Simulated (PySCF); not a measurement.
CH6B2FN.
Bonds: B1–N2, N2–C3, C3–B4, B4–F5. Hydrogens: H6, H7 on B1; H8 on N2; H9, H10 on C3; H11 on B4.

Method: PBE0-D3(BJ)/def2-SVP geometry optimisation, gas phase in PySCF; density fitting, grid level 1; the optimiser is geomeTRIC in internal coordinates, started from a GFN2-xTB structure with every atom displaced at random (about 0.01 Å).

Step 1: E = -6683.7531 eV
```
atom  x, y, z in Å  |  force x, y, z in eV/Å
B1     -1.8804    0.1045    0.3632    0.203  -0.089  -0.005
N2     -0.5741   -0.3643    0.4840   -0.305   0.165   0.013
C3      0.4541   -0.3554   -0.5295   -0.278   0.202  -0.191
B4      1.7481    0.4430   -0.1602    0.629  -0.410  -0.118
F5      1.9387    0.8735    1.0780   -0.106   0.090  -0.119
H6     -2.2634    0.4921   -0.7161   -0.013   0.022  -0.059
H7     -2.5947    0.1197    1.3370   -0.006  -0.047   0.032
H8     -0.2479   -0.6439    1.4015    0.044  -0.047   0.045
H9      0.0428    0.0977   -1.4577    0.063  -0.140   0.161
H10     0.7434   -1.3864   -0.8378    0.089   0.149   0.028
H11     2.6723    0.5852   -0.9561   -0.320   0.106   0.213
```

Step 2: E = -6683.7710 eV
```
atom  x, y, z in Å  |  force x, y, z in eV/Å
B1     -1.8859    0.1085    0.3647    0.032  -0.066  -0.051
N2     -0.5796   -0.3492    0.4844    0.032   0.069   0.041
C3      0.4544   -0.3490   -0.5262   -0.079   0.042  -0.040
B4      1.7767    0.4085   -0.1608   -0.043   0.130  -0.059
F5      1.9323    0.8934    1.0604    0.055  -0.030   0.004
H6     -2.2759    0.5076   -0.7107    0.019   0.007  -0.005
H7     -2.6027    0.0866    1.3380    0.005  -0.001   0.009
H8     -0.2549   -0.6423    1.4000   -0.004  -0.021  -0.011
H9      0.0541    0.0975   -1.4555    0.028  -0.021   0.030
H10     0.7419   -1.3777   -0.8301    0.004  -0.040  -0.012
H11     2.6783    0.5817   -0.9575   -0.049  -0.068   0.093
```

**Question.** Estimate the geometry and energy of step 3. (The exact step hangs on the optimiser's Hessian estimate; all steps are aligned on step 2, rigid shifts and turns removed.)

**Answer.** E = -6683.7730 eV, largest force 0.089 eV/Å
```
atom  x, y, z in Å  |  force x, y, z in eV/Å
B1     -1.8855    0.1015    0.3599   -0.035  -0.035   0.017
N2     -0.5789   -0.3461    0.4953   -0.009   0.066  -0.024
C3      0.4474   -0.3389   -0.5214    0.026   0.018   0.083
B4      1.7730    0.4145   -0.1610    0.036   0.030  -0.056
F5      1.9642    0.8927    1.0575   -0.043  -0.031   0.025
H6     -2.2598    0.5005   -0.7214    0.002  -0.003   0.005
H7     -2.6134    0.0770    1.3253   -0.005   0.001  -0.005
H8     -0.2551   -0.6428    1.4102   -0.002  -0.011  -0.028
H9      0.0429    0.1065   -1.4474   -0.003   0.006   0.003
H10     0.7355   -1.3672   -0.8286    0.023  -0.019  -0.010
H11     2.6685    0.5681   -0.9619    0.010  -0.022  -0.011
```

The energy changes by -0.0020 eV. The first-order estimate −F·Δx gives -0.0053 eV and the mean of the old and new forces, exact on a quadratic surface, -0.0021 eV. The step makes an angle of 69° with the force vector and moves no atom by more than 0.032 Å.

The cost below is that of the whole optimisation. The run took 53 s wall on Arm Neoverse V1, one thread, shared host with 32 logical CPUs at a one-minute load of 47, and the process peaked at 0.41 GiB of memory.
